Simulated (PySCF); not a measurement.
## Correlation energy of S³⁺ (sulfur, charge +3)

[Ne] 3s2 3p1, 2P determinant. All numbers are calculated (PySCF 2.14, no relativity, point nucleus, in aug-cc-pwCVDZ (6s5p3d, 36 functions)). Frozen: [Ne]; 3 electrons correlated.

```csv
level,correlation energy (mhartree)
CCSD,-64.47
(T),-0.65
CCSD(T),-65.12
CCSDT,-65.40
```

Diagnostics: T1 = 0.0095, D1 = 0.0226, largest double amplitude 0.110.

Cost of the coupled-cluster step: about 0.3 core-seconds, for 3 correlated electrons.

Iterations:

```
CC2 = 0
CCSD nocc = (np.int64(2), np.int64(1)), nmo = (31, 31)
frozen orbitals [[0, 1, 2, 3, 4], [0, 1, 2, 3, 4]]
max_cycle = 100
direct = 0
conv_tol = 1e-08
conv_tol_normt = 1e-06
diis_space = 8
diis_start_cycle = 0
Init t2, MP2 energy = -0.0431149548103764
Init E_corr(UCCSD) = -0.0431149548185344
cycle = 1  E_corr(UCCSD) = -0.0565653176196176  dE = -0.0134503628  norm(t1,t2) = 0.0506255
cycle = 2  E_corr(UCCSD) = -0.0612978796890957  dE = -0.00473256207  norm(t1,t2) = 0.0208127
cycle = 3  E_corr(UCCSD) = -0.0644780933784148  dE = -0.00318021369  norm(t1,t2) = 0.00918456
cycle = 4  E_corr(UCCSD) = -0.0644534235762982  dE = 2.46698021e-05  norm(t1,t2) = 0.00101114
cycle = 5  E_corr(UCCSD) = -0.0644730782161478  dE = -1.96546398e-05  norm(t1,t2) = 0.000104334
cycle = 6  E_corr(UCCSD) = -0.064466782106798  dE = 6.29610935e-06  norm(t1,t2) = 1.80832e-05
cycle = 7  E_corr(UCCSD) = -0.0644696067738218  dE = -2.82466702e-06  norm(t1,t2) = 6.28972e-06
cycle = 8  E_corr(UCCSD) = -0.0644689723373226  dE = 6.34436499e-07  norm(t1,t2) = 1.61337e-06
cycle = 9  E_corr(UCCSD) = -0.0644690050890601  dE = -3.27517375e-08  norm(t1,t2) = 1.56292e-07
cycle = 10  E_corr(UCCSD) = -0.064469011932411  dE = -6.8433509e-09  norm(t1,t2) = 2.71152e-08
UCCSD converged
E(UCCSD) = -395.1348175479457  E_corr = -0.06446901193241097
UCCSD(T) correction = -0.000652165667584628
```
